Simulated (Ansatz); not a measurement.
Total energies of `BCBC`.

```
atom   x (Å)   y (Å)   z (Å)
  B1  -1.661   0.646  -0.052
  C2  -0.475   0.543   0.937
  B3   0.819   0.320   0.080
  C4   1.149  -1.029  -0.623
  H5  -2.033  -0.326  -0.648
  H6  -2.204   1.690  -0.270
  H7  -0.392   1.398   1.607
  H8  -0.611  -0.402   1.486
  H9   1.586   1.236  -0.055
 H10   0.414  -1.824  -0.482
 H11   2.127  -1.389  -0.280
 H12   1.281  -0.862  -1.700
```

The species carries charge 0 and has multiplicity 1. Geometry: relaxed with PBE0-D4/def2-TZVP. It is one conformer, not always the lowest. Basis def2-TZVPP, the Gaussian-basis code of Ansatz.

RPA on PBE orbitals: Hartree–Fock energy of these orbitals -129.75547 Eh, correlation -1.00323 Eh (frozen core).

```json
{"functional": "revPBE", "energy without D4 (Eh)": "-130.70336", "D4 term (kJ/mol)": "-60.1"}
{"functional": "BLYP", "energy without D4 (Eh)": "-130.66177", "D4 term (kJ/mol)": "-40.0"}
{"functional": "r2SCAN", "energy without D4 (Eh)": "-130.65572", "D4 term (kJ/mol)": "-4.5"}
{"functional": "B97M-V", "energy without D4 (Eh)": "-130.77418", "D4 term (kJ/mol)": "–"}
{"functional": "B3LYP", "energy without D4 (Eh)": "-130.76884", "D4 term (kJ/mol)": "-28.6"}
{"functional": "r2SCANh", "energy without D4 (Eh)": "-130.65347", "D4 term (kJ/mol)": "-4.7"}
{"functional": "r2SCAN0", "energy without D4 (Eh)": "-130.65077", "D4 term (kJ/mol)": "-5.2"}
{"functional": "HSE06 (plane-wave form)", "energy without D4 (Eh)": "-130.55826", "D4 term (kJ/mol)": "-13.8"}
{"functional": "CAM-B3LYP", "energy without D4 (Eh)": "-130.66164", "D4 term (kJ/mol)": "-15.0"}
{"functional": "LC-ωPBE", "energy without D4 (Eh)": "-130.65542", "D4 term (kJ/mol)": "–"}
```

Q: Give the same for LDA (SPW92), PBE, PBE0, BHLYP, ωB97X-V, ωB97M-V, B2PLYP, PBE-QIDH. (Best estimate.)

A: Ansatz gave: 
```tsv
functional	energy without D4 (Eh)	D4 term (kJ/mol)
LDA (SPW92)	-129.37311	–
PBE	-130.53125	-17.9
PBE0	-130.56785	-15.0
BHLYP	-130.67329	-20.2
ωB97X-V	-130.71454	–
ωB97M-V	-130.66005	–
B2PLYP	-130.61055	–
PBE-QIDH	-130.54967	–
```

B3LYP takes the VWN-RPA correlation (the form of Gaussian; ORCA's B3LYP/G). HSE06 is the plane-wave form, built on full-range PBE exchange. The double hybrids freeze the cores in their second-order part.

LC-ωPBE has ω = 0.4 bohr⁻¹.
